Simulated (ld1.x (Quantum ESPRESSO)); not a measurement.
**Pseudopotential generation for thallium (Tl): ultrasoft, PBE, fully relativistic.**

The input file (ld1.x (Quantum ESPRESSO) 7.5):

```
&input
   title='Tl', zed=81., rel=2, dft='PBE', iswitch=3,
   config='[Xe] 4f14 5d10 6s1 6p2 6d-2', rel_dist='average',
   nld=5, rlderiv=2.95, eminld=-3.0, emaxld=5.0, deld=0.02
 /
 &inputp
   pseudotype=3, tm=.true., lloc=-1, rcloc=1.75,
   nlcc=.false.,
   file_pseudopw='Tl.UPF', file_wfcaegen='ae.wfc', file_wfcncgen='nc.wfc', file_beta='beta', file_chi='chi', file_wfcusgen='us.wfc'
 /
5
6S  1  0   1.00   0.00  1.65  2.05  0.0
6S  1  0   0.00   0.25  1.65  2.05  0.0
6P  2  1   2.00   0.00  2.05  2.65  0.0
6P  2  1   0.00   0.75  2.05  2.65  0.0
6D  3  2  -2.00   0.35  2.00  2.70  0.0
 &test
   configts(1)='6s1 6p2'
 /
```

Command:

```bash
ld1.x < Tl.in > Tl.out
```

Resulting log (shortened: banner, matrices, multipoles, cross overlaps and the repeated all-electron block are left out):

```
Program LD1 v.7.5

     !!!!!!!!!!!!!!!!!!! WARNING !!!!!!!!!!!!!!!!!!!!!!!
     Message from routine ld1_readin:
     US requires at least two energies per channel 6D
     !!!!!!!!!!!!!!!!!!!!!!!!!!!!!!!!!!!!!!!!!!!!!!!!!!!

     !!!!!!!!!!!!!!!!!!! WARNING !!!!!!!!!!!!!!!!!!!!!!!
     Message from routine ld1_readin:
     US requires at least two energies per channel 6D
     !!!!!!!!!!!!!!!!!!!!!!!!!!!!!!!!!!!!!!!!!!!!!!!!!!!
     --------------------------- All-electron run ----------------------------

     Tl
     dirac relativistic calculation

     atomic number is 81.00
     dft =PBE   lsd =0 sic =0 latt =0  beta=0.20 tr2=1.0E-14
     Exchange-correlation= PBE
                           (   1   4   3   4   0   0   0)
     mesh =1281 r(mesh) = 100.03807 a.u. xmin = -7.00 dx = 0.01250
     1 Ry =  13.60569312 eV, c = 137.03599908

     n l j   nl                  e(Ry)          e(Ha)          e(eV)
     Spin orbit split results
     1 0 0.5 1S 1( 2.00)     -6283.5726     -3141.7863    -85492.3600
     2 0 0.5 2S 1( 2.00)     -1117.9094      -558.9547    -15209.9316
     2 1 0.5 2P 1( 2.00)     -1072.8966      -536.4483    -14597.5024
     2 1 1.5 2P 1( 4.00)      -921.0475      -460.5237    -12531.4893
     3 0 0.5 3S 1( 2.00)      -266.9044      -133.4522     -3631.4200
     3 1 0.5 3P 1( 2.00)      -246.6514      -123.3257     -3355.8635
     3 1 1.5 3P 1( 4.00)      -212.8919      -106.4460     -2896.5419
     4 0 0.5 4S 1( 2.00)       -59.6749       -29.8375      -811.9187
     4 1 0.5 4P 1( 2.00)       -50.9559       -25.4779      -693.2900
     4 1 1.5 4P 1( 4.00)       -42.7485       -21.3743      -581.6230
     3 2 1.5 3D 1( 4.00)      -179.5616       -89.7808     -2443.0596
     3 2 2.5 3D 1( 6.00)      -172.3540       -86.1770     -2344.9957
     5 0 0.5 5S 1( 2.00)        -9.7398        -4.8699      -132.5167
     5 1 0.5 5P 1( 2.00)        -6.8172        -3.4086       -92.7531
     5 1 1.5 5P 1( 4.00)        -5.3314        -2.6657       -72.5369
     4 2 1.5 4D 1( 4.00)       -28.5443       -14.2722      -388.3654
     4 2 2.5 4D 1( 6.00)       -27.0135       -13.5068      -367.5374
     4 3 2.5 4F 1( 6.00)        -8.6802        -4.3401      -118.1000
     4 3 3.5 4F 1( 8.00)        -8.3422        -4.1711      -113.5015
     5 2 1.5 5D 1( 4.00)        -1.3659        -0.6830       -18.5843
     5 2 2.5 5D 1( 6.00)        -1.2028        -0.6014       -16.3654
     6 0 0.5 6S 1( 1.00)        -0.7896        -0.3948       -10.7434
     6 1 0.5 6P 1( 0.67)        -0.2980        -0.1490        -4.0545
     6 1 1.5 6P 1( 1.33)        -0.2099        -0.1050        -2.8558
     Averaged results
     1 0     1S 1( 2.00)     -6283.5726     -3141.7863    -85492.3600
     2 0     2S 1( 2.00)     -1117.9094      -558.9547    -15209.9316
     2 1     2P 1( 6.00)      -971.6639      -485.8319    -13220.1603
     3 0     3S 1( 2.00)      -266.9044      -133.4522     -3631.4200
     3 1     3P 1( 6.00)      -224.1451      -112.0725     -3049.6491
     4 0     4S 1( 2.00)       -59.6749       -29.8375      -811.9187
     4 1     4P 1( 6.00)       -45.4843       -22.7421      -618.8453
     3 2     3D 1(10.00)      -175.2370       -87.6185     -2384.2212
     5 0     5S 1( 2.00)        -9.7398        -4.8699      -132.5167
     5 1     5P 1( 6.00)        -5.8267        -2.9133       -79.2757
     4 2     4D 1(10.00)       -27.6258       -13.8129      -375.8686
     4 3     4F 1(14.00)        -8.4871        -4.2435      -115.4722
     5 2     5D 1(10.00)        -1.2681        -0.6340       -17.2530
     6 0     6S 1( 1.00)        -0.7896        -0.3948       -10.7434
     6 1     6P 1( 2.00)        -0.2393        -0.1196        -3.2554

     final scf error:  6.7E-15 reached in  26 iterations

     Etot =  -40577.197535 Ry,  -20288.598767 Ha, -552080.897450 eV

     Ekin =   47040.300501 Ry,   23520.150251 Ha,  640015.893032 eV
     Encl = -102547.066727 Ry,  -51273.533364 Ha,-1395223.920551 eV
     Eh   =   15693.273480 Ry,    7846.636740 Ha,  213517.863068 eV
     Exc  =    -763.704789 Ry,    -381.852395 Ha,  -10390.732998 eV

     normalization and overlap integrals

     s(1S/1S) =  1.000000  <r> =   0.0163  <r2> =    0.0004  r(max) =   0.0100
     s(2S/2S) =  1.000000  <r> =   0.0680  <r2> =    0.0055  r(max) =   0.0582
     s(2P/2P) =  1.000000  <r> =   0.0559  <r2> =    0.0039  r(max) =   0.0431
     s(2P/2P) =  1.000000  <r> =   0.0647  <r2> =    0.0051  r(max) =   0.0507
     s(3S/3S) =  1.000000  <r> =   0.1770  <r2> =    0.0360  r(max) =   0.1642
     s(3P/3P) =  1.000000  <r> =   0.1674  <r2> =    0.0327  r(max) =   0.1523
     s(3P/3P) =  1.000000  <r> =   0.1835  <r2> =    0.0391  r(max) =   0.1683
     s(4S/4S) =  1.000000  <r> =   0.3914  <r2> =    0.1731  r(max) =   0.3699
     s(4P/4P) =  1.000000  <r> =   0.3931  <r2> =    0.1760  r(max) =   0.3653
     s(4P/4P) =  1.000000  <r> =   0.4274  <r2> =    0.2077  r(max) =   0.3987
     s(3D/3D) =  1.000000  <r> =   0.1595  <r2> =    0.0299  r(max) =   0.1311
     s(3D/3D) =  1.000000  <r> =   0.1644  <r2> =    0.0316  r(max) =   0.1344
     s(5S/5S) =  1.000000  <r> =   0.8779  <r2> =    0.8642  r(max) =   0.8131
     s(5P/5P) =  1.000000  <r> =   0.9418  <r2> =    1.0012  r(max) =   0.8547
     s(5P/5P) =  1.000000  <r> =   1.0359  <r2> =    1.2124  r(max) =   0.9329
     s(4D/4D) =  1.000000  <r> =   0.4334  <r2> =    0.2171  r(max) =   0.3889
     s(4D/4D) =  1.000000  <r> =   0.4445  <r2> =    0.2281  r(max) =   0.3987
     s(4F/4F) =  1.000000  <r> =   0.4645  <r2> =    0.2594  r(max) =   0.3563
     s(4F/4F) =  1.000000  <r> =   0.4710  <r2> =    0.2667  r(max) =   0.3608
     s(5D/5D) =  1.000000  <r> =   1.3497  <r2> =    2.1347  r(max) =   1.0975
     s(5D/5D) =  1.000000  <r> =   1.4044  <r2> =    2.3182  r(max) =   1.1253
     s(6S/6S) =  1.000000  <r> =   2.4339  <r2> =    6.7505  r(max) =   2.0504
     s(6P/6P) =  1.000000  <r> =   3.2346  <r2> =   12.2342  r(max) =   2.5359
     s(6P/6P) =  1.000000  <r> =   3.7652  <r2> =   16.6382  r(max) =   2.9463

     ------------------------ End of All-electron run ------------------------

     --------------------- Generating US pseudopotential ---------------------

      Generating local potential from pseudized AE potential:
      Matching radius rcloc =   1.7500

      Local pseudo, rcloc= 1.743 Estimated cut-off energy=     8.30 Ry

     Fully relativistic calculation: |psi|^2

     Wfc 6S LC norm =  0.99991189 SC norm =  0.00008659 missing  0.00000152

     Wfc 6P LC norm =  0.99995279 SC norm =  0.00004704 missing  0.00000017

     Wfc 6P LC norm =  0.99996632 SC norm =  0.00003015 missing  0.00000353

      Wfc   6S  rcut= 1.658  Using Troullier-Martins method
      Wfc-us  6S rcutus= 2.025  Estimated cut-off energy=    10.77 Ry

      Wfc   6S  rcut= 1.658  Using Troullier-Martins method
      Wfc-us  6S rcutus= 2.025  Estimated cut-off energy=    12.25 Ry

      Wfc   6P  rcut= 2.025  Using Troullier-Martins method
      Wfc-us  6P rcutus= 2.666  Estimated cut-off energy=    10.62 Ry

      Wfc   6P  rcut= 2.025  Using Troullier-Martins method
      Wfc-us  6P rcutus= 2.666  Estimated cut-off energy=    10.33 Ry

      Wfc   6P  rcut= 2.025  Using Troullier-Martins method
      Wfc-us  6P rcutus= 2.666  Estimated cut-off energy=    13.05 Ry

      Wfc   6P  rcut= 2.025  Using Troullier-Martins method
      Wfc-us  6P rcutus= 2.666  Estimated cut-off energy=    11.97 Ry

      Wfc   6D  rcut= 2.025  Using Troullier-Martins method
      Wfc-us  6D rcutus= 2.733  Estimated cut-off energy=    13.54 Ry

      Wfc   6D  rcut= 2.025  Using Troullier-Martins method
      Wfc-us  6D rcutus= 2.733  Estimated cut-off energy=    13.39 Ry

     ------------------- End of pseudopotential generation -------------------

     Computing logarithmic derivative in   2.96483
     Computing logarithmic derivative in   2.96483
     Computing the partial wave expansion
     R is outside the sphere for l=    0 j= 0.50
     R is outside the sphere for l=    0 j= 0.50
     R is outside the sphere for l=    1 j= 0.50
     R is outside the sphere for l=    1 j= 0.50
     R is outside the sphere for l=    1 j= 1.50
     R is outside the sphere for l=    1 j= 1.50
     R is outside the sphere for l=    2 j= 1.50
     R is outside the sphere for l=    2 j= 2.50

     ---------------------- Testing the pseudopotential ----------------------

     Tl
     dirac relativistic calculation

     atomic number is 81.00   valence charge is  3.00
     dft =PBE   lsd =0 sic =0 latt =0  beta=0.20 tr2=1.0E-14
     mesh =1281 r(mesh) = 100.03807 xmin = -7.00 dx = 0.01250

     n l  j  nl             e AE (Ry)       e PS (Ry)    De AE-PS (Ry)
     1 0 0.5 6S   1( 1.00)       -0.78962       -0.78963        0.00000
     2 1 0.5 6P   1( 0.67)       -0.29800       -0.29800       -0.00000
     2 1 1.5 6P   1( 1.33)       -0.20990       -0.20990        0.00000

     eps = 3.2E-16  iter =  3

     Etot =  -40577.197535 Ry,  -20288.598767 Ha, -552080.897450 eV
     Etotps =    -3.515510 Ry,      -1.757755 Ha,     -47.830946 eV

     Ekin =       1.483502 Ry,       0.741751 Ha,      20.184078 eV
     Encl =      -7.974006 Ry,      -3.987003 Ha,    -108.491877 eV
     Ehrt =       2.558754 Ry,       1.279377 Ha,      34.813625 eV
     Ecxc =      -1.076992 Ry,      -0.538496 Ha,     -14.653229 eV
     Epseu=       1.493232 Ry,       0.746616 Ha,      20.316457 eV

     ---------------------- End of pseudopotential test ----------------------
```

Note: ghost state, extra bound levels that the all-electron valence spectrum of the same l lacks: s at -46.6 eV. A true bound ghost makes a file unfit for plane-wave use.

Generation and configuration tests took about 2.1 s on one core of a shared server CPU.
